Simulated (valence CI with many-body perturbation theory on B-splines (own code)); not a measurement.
# Ar XII: calculated level list

Method: valence CI with perturbative core correlation (CI+MBPT): five valence electrons over a frozen Dirac-Fock core [He], radial functions for each j: 9 s, 9 p, 8 d, 6 f, 3 g, 1 h, with the one-electron correlation potential Σ1 (screened to all orders), the two-electron term Σ2, the three-electron term Σ3, Breit, model QED; selected single and double excitations, second order for the rest, scaled by the run's own slope (own B-spline code, finite nucleus).

No measured spectrum was set against this ion. As an estimate, levels of excited configurations hold to 0.05 to 0.15 % of their energy, terms of the ground configuration to about 0.5 %. Among the levels kept, up to 2400 cm⁻¹ of a level comes from second order outside the variational space, and about a tenth of that is noise between levels of different J, which matters for small intervals.

Levels 46 to 77 of 77, with energies above the lowest level, 2s²2p³ ⁴S°_3/2. "Leading %" is the weight of the configuration and term that name the level; weights of strongly mixed levels are sums over their largest components and can fall short. In the jj column 3d3/2^4 stands for four electrons in 3d with j = 3/2. Lifetimes count E1, E2, E3, M1 and M2 decay at the calculated energies, and are blank where another channel may lead or the interval is too uncertain; long ones can be off by a factor of two.

| No. | Configuration | Term | J | E (Ry) | Leading % | Lifetime | Second component | Leading jj |
| --- | --- | --- | --- | --- | --- | --- | --- | --- |
| 46 | 2s²2p²3d | ⁴F | 7/2 | 28.728 | 89 | 61.7 ps | 8 % 2s²2p²3d ⁴D | 2s^2 2p1/2 2p3/2 3d5/2 (74 %) |
| 47 | 2s²2p²3d | ²P | 3/2 | 28.791 | 59 | 1.30 ps | 30 % 2s²2p²3d ⁴D | 2s^2 2p1/2 2p3/2 3d3/2 (68 %) |
| 48 | 2s²2p²3d | ⁴F | 9/2 | 28.801 | 96 | 665 ps |  | 2s^2 2p3/2^2 3d5/2 (53 %) |
| 49 | 2s²2p²3d | ⁴D | 1/2 | 28.814 | 80 | 4.31 ps | 15 % 2s²2p²3d ²P | 2s^2 2p1/2 2p3/2 3d3/2 (96 %) |
| 50 | 2s²2p²3d | ⁴D | 5/2 | 28.839 | 65 | 2.33 ps | 10 % 2s²2p²3d ⁴P | 2s^2 2p1/2 2p3/2 3d3/2 (35 %) |
| 51 | 2s2p³3s | ⁴S° | 3/2 | 28.840 | 84 | 2.27 ps | 13 % 2s²2p²3p ⁴S° | 2s 2p1/2 2p3/2^2 3s (46 %) |
| 52 | 2s²2p²3d | ⁴D | 3/2 | 28.871 | 57 | 1.78 ps | 33 % 2s²2p²3d ²P | 2s^2 2p1/2 2p3/2 3d5/2 (63 %) |
| 53 | 2s²2p²3d | ⁴D | 7/2 | 28.881 | 75 | 64.1 ps | 14 % 2s²2p²3d ²F | 2s^2 2p1/2 2p3/2 3d5/2 (46 %) |
| 54 | 2s²2p²3d | ²F | 5/2 | 28.932 | 84 | 1.56 ps | 10 % 2s²2p²3d ⁴D | 2s^2 2p1/2 2p3/2 3d5/2 (68 %) |
| 55 | 2s²2p²3p | ²P° | 1/2 | 28.945 | 94 | 69.1 ps |  | 2s^2 2p3/2^2 3p1/2 (76 %) |
| 56 | 2s²2p²3p | ²P° | 3/2 | 28.950 | 91 | 57.9 ps |  | 2s^2 2p3/2^2 3p3/2 (71 %) |
| 57 | 2s²2p²3d | ²P | 1/2 | 28.957 | 81 | 925 fs | 16 % 2s²2p²3d ⁴D | 2s^2 2p3/2^2 3d5/2 (62 %) |
| 58 | 2s²2p²3d | ⁴P | 5/2 | 29.027 | 82 | 311 fs | 13 % 2s²2p²3d ⁴D | 2s^2 2p1/2 2p3/2 3d5/2 (38 %) |
| 59 | 2s²2p²3d | ⁴P | 3/2 | 29.065 | 91 | 282 fs | 5 % 2s²2p²3d ⁴D | 2s^2 2p1/2 2p3/2 3d3/2 (36 %) |
| 60 | 2s²2p²3d | ²F | 7/2 | 29.065 | 82 | 1.81 ps | 14 % 2s²2p²3d ⁴D | 2s^2 2p3/2^2 3d5/2 (68 %) |
| 61 | 2s²2p²3d | ⁴P | 1/2 | 29.084 | 94 | 270 fs |  | 2s^2 2p3/2^2 3d3/2 (48 %) |
| 62 | 2s²2p²3d | ²D | 3/2 | 29.355 | 93 | 475 fs |  | 2s^2 2p1/2 2p3/2 3d5/2 (52 %) |
| 63 | 2s2p³3p | ⁶P | 3/2 | 29.372 | 99 | 427 ps |  | 2s 2p1/2 2p3/2^2 3p1/2 (46 %) |
| 64 | 2s²2p²3d | ²D | 5/2 | 29.375 | 92 | 371 fs |  | 2s^2 2p1/2 2p3/2 3d5/2 (37 %) |
| 65 | 2s2p³3p | ⁶P | 5/2 | 29.386 | 98 | 60.1 ps |  | 2s 2p1/2 2p3/2^2 3p1/2 (29 %) |
| 66 | 2s2p³3p | ⁶P | 7/2 | 29.408 | 99 | 675 ps |  | 2s 2p1/2 2p3/2^2 3p3/2 (55 %) |
| 67 | 2s²2p²3d | ²G | 7/2 | 29.524 | 89 | 4.61 ps | 9 % 2s²2p²3d ²F | 2s^2 2p1/2 2p3/2 3d3/2 (43 %) |
| 68 | 2s²2p²3d | ²G | 9/2 | 29.542 | 97 | 573 ps |  | 2s^2 2p1/2 2p3/2 3d5/2 (53 %) |
| 69 | 2s²2p²3d | ²D | 3/2 | 29.645 | 96 | 341 fs |  | 2s^2 2p1/2 2p3/2 3d3/2 (42 %) |
| 70 | 2s²2p²3d | ²D | 5/2 | 29.656 | 60 | 279 fs | 35 % 2s²2p²3d ²F | 2s^2 2p1/2 2p3/2 3d3/2 (40 %) |
| 71 | 2s²2p²3d | ²F | 7/2 | 29.690 | 90 | 229 fs | 7 % 2s²2p²3d ²G | 2s^2 2p1/2 2p3/2 3d5/2 (49 %) |
| 72 | 2s²2p²3d | ²F | 5/2 | 29.745 | 56 | 269 fs | 40 % 2s²2p²3d ²D | 2s^2 2p3/2^2 3d5/2 (58 %) |
| 73 | 2s2p³3p | ⁴P | 5/2 | 29.781 | 97 | 1.46 ps |  | 2s 2p1/2 2p3/2^2 3p3/2 (34 %) |
| 74 | 2s2p³3p | ⁴P | 3/2 | 29.788 | 98 | 1.55 ps |  | 2s 2p1/2 2p3/2^2 3p3/2 (37 %) |
| 75 | 2s2p³3p | ⁴P | 1/2 | 29.796 | 96 | 1.45 ps |  | 2s 2p1/2 2p3/2^2 3p3/2 (60 %) |
| 76 | 2s²2p²3d | ²P | 1/2 | 29.809 | 94 | 425 fs |  | 2s^2 2p1/2 2p3/2 3d5/2 (39 %) |
| 77 | 2s²2p²3d | ²P | 3/2 | 29.856 | 95 | 387 fs |  | 2s^2 2p3/2^2 3d5/2 (46 %) |

Names give the largest LS component (configuration and term), which can be under half, so a name can repeat, a term be missing and a line seem to break the LS rules; names also repeat where a configuration has a term twice.
